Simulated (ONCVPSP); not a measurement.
## An all-electron radial function and its pseudo partner (nitrogen)

Columns: radius, all-electron u(r) and pseudo u(r) of the 2s shell (level -18.57 eV) of nitrogen in the configuration [He] 2s1.75 2p3.25; PBEsol, scalar-relativistic, ONCV scheme, ONCVPSP 4.0.1.

| r (bohr) | all-electron | pseudo |
| --- | --- | --- |
| 0.098 | -0.3801 | 0.1104 |
| 0.195 | -0.3027 | 0.2170 |
| 0.292 | -0.0723 | 0.3216 |
| 0.390 | 0.1854 | 0.4269 |
| 0.488 | 0.4145 | 0.5298 |
| 0.585 | 0.5956 | 0.6233 |
| 0.682 | 0.7286 | 0.7040 |
| 0.780 | 0.8183 | 0.7736 |
| 0.878 | 0.8701 | 0.8325 |
| 0.975 | 0.8915 | 0.8741 |
| 1.072 | 0.8901 | 0.8876 |
| 1.170 | 0.8714 | 0.8713 |
| 1.268 | 0.8404 | 0.8404 |
| 1.365 | 0.8015 | 0.8015 |
| 1.463 | 0.7571 | 0.7570 |
| 1.560 | 0.7102 | 0.7102 |
| 1.658 | 0.6617 | 0.6617 |
| 1.755 | 0.6138 | 0.6138 |
| 1.852 | 0.5670 | 0.5670 |
| 1.950 | 0.5214 | 0.5215 |
| 2.047 | 0.4785 | 0.4785 |
| 2.145 | 0.4374 | 0.4375 |
| 2.242 | 0.3994 | 0.3994 |
| 2.340 | 0.3635 | 0.3636 |
| 2.438 | 0.3303 | 0.3303 |
| 2.535 | 0.2999 | 0.3000 |

Task: How many radial nodes do the two functions have?

Result: The all-electron 2s function has n − l − 1 = 1; the pseudo-wave has 0, since the states of the same l below it are removed with the core.

Task: At about which radius was the pseudo-wave matched?

Result: 1.15 bohr, where the columns begin to agree (steps of 0.10 bohr).

Task: Is the pseudo-wave norm-conserving?

Result: Yes: the ONCV scheme keeps the norm inside the radius equal to the all-electron one, which fixes the energy derivative of the logarithmic derivative at the level.
